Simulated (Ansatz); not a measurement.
Consider the atomization: `C/C=[N]\[GeH3]` → 2 C• + Ge• + 7 H• + N•.

Program: Ansatz. Geometries: PBE0-D4/def2-TZVP. ΔE: electronic, gas phase. CCSD(T)/CBS is the MP2 limit (def2-TZVPP, def2-QZVPP) plus CCSD(T) − MP2 in def2-TZVPP, frozen cores. This one scheme is used for every species, atoms too. DFT in def2-TZVPP. No spin–orbit coupling; open shells (•) take unrestricted orbitals. Spin–orbit coupling would lower the free atoms: a little for C; clearly for Ge. For Ge outer-core shells are correlated without core-valence functions, so the limit isn't a true one: a few kJ/mol of doubt a bond, and 10 to 20 or more in all where bonds break to atoms. Scalar relativity is left out up to krypton.

(1) What is ΔE at CCSD(T)/CBS? (An estimate is asked.)

(2) What do these levels give: PBE-D4, r2SCAN-D4, PBE0-D4, ωB97X-V, B2PLYP, PBE, MP2/def2-TZVPP, SCS-MP2/def2-TZVPP, CCSD/def2-TZVPP, CCSD(T)/def2-TZVPP, HF/def2-QZVPP, HF/CBS(def2)? (Best estimate.)

Largest T1 diagnostic among the species: 0.013.

Results:

(1) Ansatz gave: +39.93 eV.

(2) Computed: PBE-D4 40.60, r2SCAN-D4 39.89, PBE0-D4 39.90, ωB97X-V 40.08, B2PLYP 39.53, PBE 40.39, MP2/def2-TZVPP 39.22, SCS-MP2/def2-TZVPP 39.35, CCSD/def2-TZVPP 38.42, CCSD(T)/def2-TZVPP 39.01, HF/def2-QZVPP 28.60, HF/CBS(def2) 28.60 eV.

In def2-TZVPP, CCSD(T) changes the Hartree–Fock value by +10.45 eV (the triples alone add +0.60 eV) and MP2 by +10.66 eV; breaking electron pairs costs correlation energy, which Hartree–Fock lacks. The D4 term adds +0.34 eV with B3LYP and +0.18 eV with PBE0; it sums over pairs of atoms, weighted by their polarisabilities, and B3LYP, whose exchange is more repulsive, gets the larger term. From PBE to PBE0 (25 % exact exchange), in def2-TZVPP and without D4, ΔE moves by −0.66 eV: exact exchange takes away binding that semilocal exchange gives to molecules.

B3LYP here is the variant with VWN-RPA as its local correlation; programs differ in this.

For atomizations the MP2-based limit and the directly extrapolated one differ by several kJ/mol either way, and by 10 to 25 for some Ge, Se and Sn compounds, so smaller differences from it don't rank the levels.
